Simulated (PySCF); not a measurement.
A structure optimised at PBE0-D3(BJ)/def2-SVP, used in a PySCF frequency run:

```
Nb
Br 1 2.4252
Br 1 2.4252 2 120.00
Br 1 2.4252 2 120.00 3 180.00
Br 1 2.4758 2 90.00 3 90.00
Br 1 2.4758 2 90.00 5 180.00
```

### Question
Write its SMILES, formula and point group.

### Answer
[Br][Nb]([Br])([Br])([Br])[Br], Br5Nb, D3h

### Question
What are its rotational constants (standard atomic weights)?

### Answer
0.35844, 0.30001, 0.30001 GHz
